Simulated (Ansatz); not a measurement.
BGeH₇OSi, SMILES `O[SiH2][BH][GeH3]` at its PBE0-D4/def2-TZVP geometry, where that method's forces vanish. Charge 0, multiplicity 1.

```xyz
11

O    -1.7799    0.7915   -1.1335
Si   -0.2416    1.3747   -0.9663
B     1.0148    0.1501   -0.0063
Ge    0.3778   -1.4897    1.0614
H    -2.1621    0.3441   -0.3769
H    -0.2191    2.6386   -0.1593
H     0.2023    1.7027   -2.3455
H     2.1899    0.3778   -0.0231
H    -1.1363   -1.4642    1.3615
H     0.6373   -2.7376    0.1918
H     1.1170   -1.6879    2.3962
```

Problem. What forces (eV/Å) does B3LYP-D4/def2-TZVPP give on these atoms in the Gaussian-basis code of Ansatz? (Estimate.)

Solution. The calculation gave: 
```
O1  -0.094 -0.055  0.021
Si2  0.197  0.176 -0.049
B3   0.150  0.089 -0.047
Ge4 -0.010 -0.049  0.038
H5  -0.067 -0.023 -0.005
H6  -0.008 -0.061 -0.049
H7  -0.028 -0.017  0.077
H8  -0.133 -0.029  0.002
H9  -0.005 -0.002  0.002
H10 -0.002 -0.019 -0.001
H11  0.001 -0.010  0.011
```

B3LYP here is the variant with VWN-RPA as its local correlation; programs differ in this.
